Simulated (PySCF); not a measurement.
Several compounds and their computed core spectra got separated.

Method used: delta-SCF UKS SCAN, pcX-2 on the ionised atom, pcseg-1 elsewhere, spin-free X2C (PySCF). Geometries: PBE0-D3(BJ)/def2-SVP; isolated species, one conformer each.

Line lists (1s up to Mg, 2p3/2 beyond, nothing for Ge; areas count atoms within a level, one atom standing for each set equivalent by bonding):
1. C 1s: 290.22 eV; Si 2p3/2: 105.76 (area 1), 106.17 (area 1), 106.36 (area 2) eV
2. C 1s: 290.31 (area 1), 292.54 (area 1) eV; O 1s: 539.00 eV; Si 2p3/2: 108.59 eV; Cl 2p3/2: 206.19 eV
3. B 1s: 197.82 eV; O 1s: 539.82 eV; Cl 2p3/2: 205.06 eV

Structures:
A. `O[B](O)[GeH2][Cl]`
B. `C=CO[SiH2]Cl`
C. `C[SiH2][SiH]([SiH3])[SiH3]`

Problem. Match each list to its structure.

Solution. 
- 1 = C: no other candidate has this set of levels. C 1s: 290.22 Si-methyl carbon; Si 2p3/2: 105.76 SiH silicon, 106.17 SiH2 silicon, 106.36 SiH3 silicon (×2).
- 2 = B: no other candidate has this set of levels. C 1s: 290.31 terminal =CH2 carbon, 292.54 vinylic carbon bearing oxygen; O 1s: 539.00 silyl ether oxygen; Si 2p3/2: 108.59 chlorine-bound silicon; Cl 2p3/2: 206.19 silicon-bound chlorine.
- 3 = A: no other candidate has this set of levels. B 1s: 197.82 three-coordinate boron; O 1s: 539.82 boron-bound oxygen (×2); Cl 2p3/2: 205.06 chlorine bonded to Ge.

2p3/2 and 2p1/2 are the ΔSCF energy of one spin-free 2p hole plus the eigenvalues of a spin–orbit and ligand-field matrix of the shell.
